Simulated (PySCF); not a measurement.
## In: excitation energy

In [Kr] 4d10 5s2 5p1 (2P) → In [Kr] 4d10 5s2 6s1 (2S), as a difference of total energies. Calculation: PySCF 2.14, in x2c-TZVPPall with one added diffuse shell each of s, p, d, f type (9s7p5d3f, 76 functions); the spin-free X2C one-electron Hamiltonian (Gaussian nucleus). Correlated levels: valence: [Kr] 4d10 frozen; valence and next inner shell: [Ar] 3d10 frozen. The calculations carry no spin-orbit coupling.

| method | excitation energy (eV) |
| --- | --- |
| UHF | 2.874 |
| LDA | 2.931 |
| PBE | 2.797 |
| PBE0 | 2.879 |
| r2SCAN | 3.022 |
| TPSS | 2.819 |
| wB97X | 3.040 |
| M06-2X | 2.732 |
| wB97M-V | 3.056 |
| MP2 (valence) | 2.890 |
| SCS-MP2 (valence) | 2.895 |
| MP2 (valence and next inner shell) | 2.850 |
| SCS-MP2 (valence and next inner shell) | 2.828 |

Question: How much does correlation contribute at MP2 (valence and next inner shell)?

Answer: 2.850 − (2.874) = -0.024 eV, measured against UHF.

Errors of the correlated levels include the incompleteness of this basis and the frozen core.

For comparison: 2.839 eV (measured; NIST levels, between the centres of gravity of the two terms).
